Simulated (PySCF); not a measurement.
C3H10BN, SMILES CCB(N)C. Geometry: PBE-D3(BJ)/def2-SVP. The values are those of a single conformer.

Computed equilibrium geometry at PBE-D3(BJ)/def2-SVP (PySCF confirms it by a frequency run) as bond lengths and angles, and its point group (one conformer of several):
point group Cs.
Atoms: B1 C2 H3 H4 H5 C6 C7 H8 H9 H10 H11 H12 N13 H14 H15. Bond lengths (Å): B1–C2 1.589, B1–C6 1.595, B1–N13 1.407, C2–H3 1.112, C2–H4 1.110, C2–H5 1.112, C6–C7 1.532, C6–H8 1.115, C6–H9 1.115, C7–H10 1.111, C7–H11 1.111, C7–H12 1.110, N13–H14 1.020, N13–H15 1.021. Bond angles (°): C2–B1–C6 120.3, C2–B1–N13 120.0, C6–B1–N13 119.7, B1–C2–H3 110.6, B1–C2–H4 114.5, B1–C2–H5 110.6, H3–C2–H4 107.6, H3–C2–H5 105.5, H4–C2–H5 107.6, B1–C6–C7 117.4, B1–C6–H8 107.4, B1–C6–H9 107.4, C7–C6–H8 110.1, C7–C6–H9 110.1, H8–C6–H9 103.5, C6–C7–H10 111.6, C6–C7–H11 111.6, C6–C7–H12 112.8, H10–C7–H11 107.1, H10–C7–H12 106.7, H11–C7–H12 106.7, B1–N13–H14 123.3, B1–N13–H15 123.2, H14–N13–H15 113.5.
